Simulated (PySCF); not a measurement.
A GIAO shielding run with PySCF 2.14 (density fitting, non-relativistic, gas phase) on `[SiH2](O)[SiH2][SiH3]`, H8OSi3:

```
$ OMP_NUM_THREADS=1 python probes_run.py task.json out

{"job": {"kind": "nmr", "xc": "PBE0", "basis": "pcSseg-1"}, "charge": 0, "multiplicity": 1}
O      2.505089     0.794436     0.424843
Si     1.525800    -0.449637     0.822034
Si    -0.236006    -0.617309    -0.666602
Si    -2.123885     0.640136    -0.210425
H      2.982917     0.825318    -0.398059
H      2.343359    -1.667461     0.925069
H      1.137359    -0.033647     2.166692
H     -0.613914    -2.036425    -0.790742
H      0.223923    -0.292972    -2.035567
H     -3.307903     0.218474    -0.964278
H     -1.942026     2.064743    -0.505311
H     -2.493514     0.553658     1.206319
```

Hardware: 1 thread of an Intel Xeon Platinum 8488C, shared host. The job also computes population analyses, field gradients.

Question: How large is the calculation?

Answer: 58 electrons, 129 basis functions and 744 auxiliary functions.

Question: How long does it take, and how much memory does it need?

Answer: 9.9 s of wall time, with 11 SCF cycles and 4 response iterations; peak memory 0.62 GiB. Times on a shared host scatter by some tens of per cent.
